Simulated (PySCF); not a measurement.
Compound: phenyldifluoroborane, C6H5BF2.
SMILES with atom numbers: `[F:1][B:2]([F:3])[c:4]1[cH:5][cH:6][cH:7][cH:8][cH:9]1` (hydrogens: H10 on C5; H11 on C6; H12 on C7; H13 on C8; H14 on C9)

The calculation used PBE0-D3(BJ)/def2-SVP geometry optimisation, gas phase (PySCF).

**Question.** List the bond lengths, angles and torsions at this level.

**Answer.** 
| bond | length (pm) | order |
| --- | --- | --- |
| F1–B2, B2–F3 | 132.2 | single |
| B2–C4 | 154.5 | single |
| C4–C5, C4–C9 | 140.4 | aromatic |
| C5–C6, C8–C9 | 139.2 | aromatic |
| C6–C7, C7–C8 | 139.5 | aromatic |
| C5–H10, C9–H14 | 109.3 | single |
| C6–H11, C8–H13 | 109.2 | single |
| C7–H12 | 109.3 | single |

Bonds in one row agree within 1 pm and their mean is given. Orders are formal, as drawn. A selection of angles:
| angle | degrees |
| --- | --- |
| F1–B2–F3 | 116.7 |
| F1–B2–C4 | 121.7 |
| B2–C4–C5 | 120.7 |
| C5–C4–C9 | 118.8 |
| C4–C5–C6 | 120.7 |
| C5–C6–C7 | 119.8 |
| C6–C7–C8 | 120.2 |

Torsions: F1–B2–C4–C5 -2° (synperiplanar).

Of the pairs four or more bonds apart, F3···H14 is among the closest relative to their van der Waals radii: 2.61 Å, 98 % of the sum of Bondi's values. B2 (three-coordinate boron) is planar (angles 121.7°, 121.6° and 116.7°, sum 360.0°, 0.00 Å off the plane of its three neighbours). The 6-membered ring C4–C5–C6–C7–C8–C9 has internal angles of 118.8° to 120.7° (sum 720°, against 720° for a flat polygon); it is planar, 0.00 Å rms from its mean plane, widest ring torsion 0°. The 9 heavy atoms lie in one plane (0.014 Å rms).

No PBE0-D3(BJ)/def2-SVP frequencies stand behind this structure, so it isn't proved a minimum.
